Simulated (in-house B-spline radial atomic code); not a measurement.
The outermost shell (largest non-relativistic mean radius) with and without relativity; Dirac values are averaged over j. Computed with a B-spline radial code for spherical atoms: non-relativistic Hartree-Fock and Dirac-Hartree-Fock, averages of the configuration (point nuclei without relativity, finite nuclei with it).

```json
{"ion": "La", "configuration": "[Xe] 5d1 6s2", "outermost shell": "6s", "radius non-relativistic (bohr)": "4.9312", "radius Dirac (bohr)": "4.7217", "radius change (%)": "-4.2492", "level non-relativistic (eV)": "-4.637", "level Dirac (eV)": "-4.8883"}
{"ion": "Ce", "configuration": "[Xe] 4f1 5d1 6s2", "outermost shell": "6s", "radius non-relativistic (bohr)": "4.8685", "radius Dirac (bohr)": "4.6487", "radius change (%)": "-4.5162", "level non-relativistic (eV)": "-4.697", "level Dirac (eV)": "-4.9678"}
{"ion": "Pr", "configuration": "[Xe] 4f3 6s2", "outermost shell": "6s", "radius non-relativistic (bohr)": "5.0466", "radius Dirac (bohr)": "4.8342", "radius change (%)": "-4.2097", "level non-relativistic (eV)": "-4.466", "level Dirac (eV)": "-4.6737"}
{"ion": "Nd", "configuration": "[Xe] 4f4 6s2", "outermost shell": "6s", "radius non-relativistic (bohr)": "4.9887", "radius Dirac (bohr)": "4.7678", "radius change (%)": "-4.427", "level non-relativistic (eV)": "-4.518", "level Dirac (eV)": "-4.7391"}
{"ion": "Pm", "configuration": "[Xe] 4f5 6s2", "outermost shell": "6s", "radius non-relativistic (bohr)": "4.9342", "radius Dirac (bohr)": "4.7052", "radius change (%)": "-4.6427", "level non-relativistic (eV)": "-4.568", "level Dirac (eV)": "-4.8026"}
{"ion": "Sm", "configuration": "[Xe] 4f6 6s2", "outermost shell": "?", "radius non-relativistic (bohr)": "?", "radius Dirac (bohr)": "?", "radius change (%)": "?", "level non-relativistic (eV)": "?", "level Dirac (eV)": "?"}
{"ion": "Eu", "configuration": "[Xe] 4f7 6s2", "outermost shell": "6s", "radius non-relativistic (bohr)": "4.8336", "radius Dirac (bohr)": "4.588", "radius change (%)": "-5.0812", "level non-relativistic (eV)": "-4.663", "level Dirac (eV)": "-4.9262"}
{"ion": "Gd", "configuration": "[Xe] 4f7 5d1 6s2", "outermost shell": "6s", "radius non-relativistic (bohr)": "4.554", "radius Dirac (bohr)": "4.276", "radius change (%)": "-6.1046", "level non-relativistic (eV)": "-5.033", "level Dirac (eV)": "-5.4374"}
{"ion": "Tb", "configuration": "[Xe] 4f9 6s2", "outermost shell": "6s", "radius non-relativistic (bohr)": "4.7417", "radius Dirac (bohr)": "4.4791", "radius change (%)": "-5.539", "level non-relativistic (eV)": "-4.753", "level Dirac (eV)": "-5.0473"}
{"ion": "Dy", "configuration": "[Xe] 4f10 6s2", "outermost shell": "?", "radius non-relativistic (bohr)": "?", "radius Dirac (bohr)": "?", "radius change (%)": "?", "level non-relativistic (eV)": "?", "level Dirac (eV)": "?"}
{"ion": "Ho", "configuration": "[Xe] 4f11 6s2", "outermost shell": "6s", "radius non-relativistic (bohr)": "4.6567", "radius Dirac (bohr)": "4.3763", "radius change (%)": "-6.0201", "level non-relativistic (eV)": "-4.840", "level Dirac (eV)": "-5.1672"}
{"ion": "Er", "configuration": "[Xe] 4f12 6s2", "outermost shell": "6s", "radius non-relativistic (bohr)": "4.6164", "radius Dirac (bohr)": "4.3269", "radius change (%)": "-6.2709", "level non-relativistic (eV)": "-4.882", "level Dirac (eV)": "-5.2272"}
{"ion": "Tm", "configuration": "[Xe] 4f13 6s2", "outermost shell": "?", "radius non-relativistic (bohr)": "?", "radius Dirac (bohr)": "?", "radius change (%)": "?", "level non-relativistic (eV)": "?", "level Dirac (eV)": "?"}
{"ion": "Yb", "configuration": "[Xe] 4f14 6s2", "outermost shell": "6s", "radius non-relativistic (bohr)": "4.5396", "radius Dirac (bohr)": "4.2311", "radius change (%)": "-6.7947", "level non-relativistic (eV)": "-4.965", "level Dirac (eV)": "-5.3474"}
{"ion": "Lu", "configuration": "[Xe] 4f14 5d1 6s2", "outermost shell": "6s", "radius non-relativistic (bohr)": "4.2588", "radius Dirac (bohr)": "3.9025", "radius change (%)": "-8.3656", "level non-relativistic (eV)": "-5.411", "level Dirac (eV)": "-6.0544"}
```

Fill in the row of Sm.

outermost shell: 6s; radius non-relativistic (bohr): 4.8827; radius Dirac (bohr): 4.6454; radius change (%): -4.86; level non-relativistic (eV): -4.616; level Dirac (eV): -4.8649.

Fill in the row of Dy.

outermost shell: 6s; radius non-relativistic (bohr): 4.6984; radius Dirac (bohr): 4.427; radius change (%): -5.7761; level non-relativistic (eV): -4.797; level Dirac (eV): -5.1073.

Fill in the row of Tm.

outermost shell: 6s; radius non-relativistic (bohr): 4.5774; radius Dirac (bohr): 4.2785; radius change (%): -6.5297; level non-relativistic (eV): -4.924; level Dirac (eV): -5.2872.

Which member changes most?

Lutetium (Lu): its 6s shell contracts by 8.4 %.
